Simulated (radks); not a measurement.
Results of a calculation; reference values are marked as such.
Initial-state core-level shifts of the cadmium ion Cd+ when its valence configuration changes from [Kr] 4d10 5s1. Code: a radial shooting solver on a logarithmic mesh with Libxc functionals. Model: Dirac Kohn-Sham, BLYP, spin-unpolarised, spherical densities, point nucleus; open shells fill j = l - 1/2 first. Shifts are changes of the shell-averaged eigenvalues in eV (positive: less bound).

| valence | 1s | 3s | 3d | 4p |
|---|---|---|---|---|
| 4d10 5s0.5 5p0.5 | -0.744 | -0.734 | -0.732 | -0.745 |
| 4d10 5p1 | -1.463 | -1.444 | -1.440 | -1.466 |
| 4d9 5s1 5p1 | -6.701 | -6.880 | -6.911 | -6.150 |
| 4d7 5s1 5p3 | -21.085 | -21.617 | -21.749 | -18.680 |
| 4d9.5 5s1.5 | -2.589 | -2.685 | -2.701 | -2.345 |
| 4d9 5s1.5 5p0.5 | -6.006 | -6.191 | -6.223 | -5.459 |
| 4d9 5s2 | -5.289 | -5.480 | -5.515 | -4.748 |
| 4d7.5 5s1.5 5p2 | -16.607 | -17.067 | -17.170 | -14.788 |
| 4d9 5p2 | -8.032 | -8.203 | -8.231 | -7.472 |
